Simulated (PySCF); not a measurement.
How well do the runs reproduce experiment for BrCl?

**What was measured.**

NIST CCCBDB Release 22 (SRD 101), experimental dipoles lists, for the gas: dipole moment (microwave Stark effect, vibrational ground state) 0.519 ± 0.004 D.

Liu, Meijer, Perez-Rios, Phys. Chem. Chem. Phys. 22 (2020) 24191 lists, for the gas: dipole moment 0.519 D.

How close the calculation comes is told at the end.

BrCl.
SMILES with atom numbers: `[Cl:1][Br:2]`

Cartesian coordinates in Å at the PBE0-D3(BJ)/def2-SVP level; atoms count from 1:
```xyz
2
BrCl angstrom
Cl     1.0859   -0.0101   -0.0048
Br    -1.0788   -0.0011   -0.0156
```

The PySCF runs (gas phase, on this PBE0-D3(BJ)/def2-SVP geometry; no spin–orbit coupling):

```csv
level,job,basis functions,wall time
"PBE0-D3(BJ)/def2-SVP, grid level 1",geometry optimisation from a GFN2-xTB start,50,4.0 s
```

Hardware: Arm Neoverse N1, one thread (shared host).

**Comparison with experiment**

**Dipole moment.** Measured: 0.519 D (NIST CCCBDB Release 22 (SRD 101), experimental dipoles) and 0.519 D (Liu, Meijer, Perez-Rios, Phys. Chem. Chem. Phys. 22 (2020) 24191). Differences are taken against the first.

```tsv
level	computed (D)	computed − measured (D)	% (from the printed values)
PBE0-D3(BJ)/def2-SVP	0.545	+0.026	+5
```

The computed dipoles belong to one fixed geometry; measured ones are averaged over vibrations unless marked μe. Magnitudes are compared, not signs.

No measured geometry was used, and the causes of the misses weren't examined.
